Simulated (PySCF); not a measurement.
Method: PBE-D3(BJ)/def2-TZVP // B3LYP-D3(BJ)/def2-TZVP (PySCF). All species are isolated molecules in the gas phase. 

Reference species (SMILES): `[SnH3]` (neutral, multiplicity 2).

| Property | Result |
|---|---|
| dipole moment | 0.32 D |

Changed species: `[Cl][SnH][Cl]` (radical fragment; the reference has radical fragment).

### Question
Give the shifts of the dipole moment.

### Answer
the dipole moment increases by 2.22 D, to 2.54 D.
